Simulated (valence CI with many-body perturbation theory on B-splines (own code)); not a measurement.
Zr8+: calculated level list

Computed by configuration interaction combined with many-body perturbation theory (CI+MBPT): four valence electrons over a frozen Dirac-Fock core [Ar] 3d10, a basis of 11 s, 11 p, 10 d, 8 f, 5 g, 2 h functions for each j, with the one-electron correlation potential Σ1 (screened to all orders), the two-electron term Σ2, the three-electron term Σ3, Breit, model QED; selected single and double excitations, second order for the rest, scaled by the run's own slope (own B-spline code, finite nucleus).

No measured spectrum was set against this ion. As an estimate, levels hold to about 250 cm⁻¹ or 0.2 % of their energy and the worst to 1 %, as in measured heavy ions of charge 2 to 7; those with d or f electrons hold less well. Among the levels kept, up to 830 cm⁻¹ of a level comes from second order outside the variational space, and about a tenth of that is noise between levels of different J, which matters for small intervals.

Levels 136 to 178 of 178, with energies above the lowest level, 4s²4p² ³P_0. "Leading %" is the weight of the configuration and term that name the level; weights of strongly mixed levels are sums over their largest components and can fall short. In the jj column 3d3/2^4 stands for four electrons in 3d with j = 3/2.

| No. | Configuration | Term | J | E (cm⁻¹) | Leading % | g | Second component | Leading jj |
| --- | --- | --- | --- | --- | --- | --- | --- | --- |
| 136 | 4p³4d | ³D° | 1 | 727760 | 79 | 0.516 | 6 % 4s4p²4f ³D° | 4p1/2 4p3/2^2 4d3/2 (37 %) |
| 137 | 4p³4d | ³D° | 3 | 728140 | 51 | 1.346 | 24 % 4p³4d ⁵D° | 4p1/2 4p3/2^2 4d5/2 (50 %) |
| 138 | 4s²4p5d | ³F° | 2 | 729340 | 59 | 0.807 | 31 % 4s²4p5d ¹D° | 4s^2 4p1/2 5d3/2 (92 %) |
| 139 | 4s²4d² | ¹G | 4 | 729360 | 63 | 1.001 | 25 % 4s²4p4f ¹G | 4s^2 4d3/2 4d5/2 (47 %) |
| 140 | 4p³4d | ³F° | 3 | 729500 | 40 | 1.112 | 20 % 4p³4d ⁵D° | 4p1/2 4p3/2^2 4d3/2 (61 %) |
| 141 | 4p³4d | ³G° | 3 | 731800 | 46 | 0.886 | 19 % 4p³4d ³F° | 4p1/2 4p3/2^2 4d5/2 (26 %) |
| 142 | 4s²4p5d | ³D° | 2 | 731840 | 45 | 1.195 | 27 % 4s²4p5d ³P° | 4s^2 4p1/2 5d5/2 (90 %) |
| 143 | 4s²4p5d | ³D° | 1 | 732420 | 70 | 0.689 | 14 % 4s²4p5d ¹P° | 4s^2 4p1/2 5d3/2 (89 %) |
| 144 | 4s²4p5d | ³F° | 3 | 733000 | 48 | 1.147 | 30 % 4s²4p5d ³D° | 4s^2 4p1/2 5d5/2 (92 %) |
| 145 | 4p³4d | ³F° | 4 | 733080 | 34 | 1.198 | 31 % 4p³4d ³G° | 4p1/2 4p3/2^2 4d5/2 (42 %) |
| 146 | 4p³4d | ³F° | 4 | 735380 | 40 | 1.154 | 34 % 4p³4d ³G° | 4p1/2 4p3/2^2 4d5/2 (51 %) |
| 147 | 4s²4d² | ¹S | 0 | 735780 | 82 |  | 11 % 4s4p²4d ¹S | 4s^2 4d5/2^2 (56 %) |
| 148 | 4p³4d | ³G° | 5 | 738110 | 73 | 1.200 | 13 % 4s4p4d² ³G° | 4p1/2 4p3/2^2 4d5/2 (73 %) |
| 149 | 4p³4d | ¹G° | 4 | 740290 | 70 | 1.025 | 14 % 4s4p²4f ¹G° | 4p1/2 4p3/2^2 4d3/2 (33 %) |
| 150 | 4s²4p5d | ¹D° | 2 | 747630 | 38 | 0.954 | 28 % 4s²4p5d ³D° | 4s^2 4p3/2 5d3/2 (77 %) |
| 151 | 4s²4p5d | ³D° | 3 | 749300 | 59 | 1.239 | 36 % 4s²4p5d ³F° | 4s^2 4p3/2 5d5/2 (55 %) |
| 152 | 4s4p²5s | ³D | 1 | 749720 | 88 | 0.521 | 6 % 4s²4d5s ³D | 4s 4p1/2 4p3/2 5s (68 %) |
| 153 | 4s²4p5d | ³F° | 4 | 750980 | 94 | 1.250 |  | 4s^2 4p3/2 5d5/2 (94 %) |
| 154 | 4s4p²5s | ³D | 2 | 751130 | 82 | 1.180 | 6 % 4s²4d5s ³D | 4s 4p1/2 4p3/2 5s (59 %) |
| 155 | 4s²4p5d | ³P° | 2 | 752730 | 65 | 1.379 | 19 % 4s²4p5d ³D° | 4s^2 4p3/2 5d5/2 (74 %) |
| 156 | 4s4p²5s | ³D | 3 | 753190 | 86 | 1.351 | 6 % 4s²4d5s ³D | 4s 4p3/2^2 5s (51 %) |
| 157 | 4s²4p5d | ³P° | 1 | 753390 | 66 | 1.240 | 20 % 4s²4p5d ³D° | 4s^2 4p3/2 5d3/2 (91 %) |
| 158 | 4s²4p5d | ³P° | 0 | 755160 | 95 |  |  | 4s^2 4p3/2 5d3/2 (95 %) |
| 159 | 4s²4p5d | ¹F° | 3 | 755900 | 78 | 1.031 | 11 % 4s²4p5d ³F° | 4s^2 4p3/2 5d3/2 (54 %) |
| 160 | 4s²4p5d | ¹P° | 1 | 759320 | 71 | 1.075 | 18 % 4s²4p5d ³P° | 4s^2 4p3/2 5d5/2 (91 %) |
| 161 | 4p³4d | ¹D° | 2 | 759780 | 62 | 0.993 | 11 % 4s4p4d² ¹D° | 4p1/2 4p3/2^2 4d3/2 (35 %) |
| 162 | 4s4p²5s | ¹D | 2 | 762920 | 82 | 1.035 | 6 % 4s²4d5s ¹D | 4s 4p1/2 4p3/2 5s (46 %) |
| 163 | 4p³4d | ³D° | 1 | 763770 | 50 | 0.743 | 29 % 4p³4d ¹P° | 4p1/2^2 4p3/2 4d3/2 (39 %) |
| 164 | 4s4p²5p | ³S° | 1 | 766730 | 19 | 1.512 | 18 % 4p³4d ³P° | 4p1/2^2 4p3/2 4d5/2 (27 %) |
| 165 | 4p³4d | ³F° | 2 | 767790 | 36 | 0.629 | 17 % 4s4p²4f ⁵G° | 4p1/2 4p3/2^2 4d3/2 (22 %) |
| 166 | 4s4p²5p | ⁵D° | 0 | 768270 | 87 |  | 7 % 4s4p²5p ³P° | 4s 4p1/2^2 5p1/2 (55 %) |
| 167 | 4p³4d | ³F° | 3 | 768560 | 50 | 1.085 | 10 % 4s4p²4f ³F° | 4p1/2 4p3/2^2 4d5/2 (29 %) |
| 168 | 4s4p²5p | ⁵D° | 1 | 769080 | 36 | 1.489 | 14 % 4s4p²5p ³S° | 4s 4p1/2^2 5p1/2 (30 %) |
| 169 | 4p³4d | ³P° | 0 | 769310 | 75 |  | 9 % 4s4p4d² ³P° | 4p1/2^2 4p3/2 4d3/2 (31 %) |
| 170 | 4s4p²4f | ⁵G° | 2 | 772100 | 47 | 0.461 | 22 % 4s4p4d² ⁵G° | 4s 4p1/2^2 4f5/2 (18 %) |
| 171 | 4s4p²5p | ⁵D° | 1 | 773570 | 45 | 1.630 | 31 % 4s4p²5p ³S° | 4s 4p1/2 4p3/2 5p1/2 (51 %) |
| 172 | 4s4p²4f | ⁵G° | 3 | 773850 | 60 | 0.941 | 27 % 4s4p4d² ⁵G° | 4s 4p1/2 4p3/2 4f5/2 (30 %) |
| 173 | 4p³4d | ³F° | 4 | 774190 | 57 | 1.236 | 9 % 4s4p²4f ³F° | 4p3/2^3 4d5/2 (54 %) |
| 174 | 4p³4d | ³D° | 2 | 774790 | 57 | 1.198 | 13 % 4p³4d ³P° | 4p1/2 4p3/2^2 4d5/2 (54 %) |
| 175 | 4s4p²5p | ⁵D° | 2 | 775670 | 83 | 1.536 | 9 % 4s4p²5p ⁵P° | 4s 4p1/2 4p3/2 5p1/2 (37 %) |
| 176 | 4p³4d | ³P° | 1 | 776960 | 35 | 1.245 | 27 % 4p³4d ¹P° | 4p1/2 4p3/2^2 4d5/2 (38 %) |
| 177 | 4s4p²4f | ⁵G° | 4 | 777120 | 62 | 1.167 | 26 % 4s4p4d² ⁵G° | 4s 4p1/2 4p3/2 4f5/2 (23 %) |
| 178 | 4p³4d | ³D° | 3 | 778620 | 39 | 1.282 | 33 % 4s4p²4f ³D° | 4p1/2 4p3/2^2 4d5/2 (22 %) |

Names give the largest LS component (configuration and term), which can be under half, so a name can repeat, a term be missing and a line seem to break the LS rules; names also repeat where a configuration has a term twice.

Where two levels of one J and parity lie close, their mixing, g and order are uncertain.
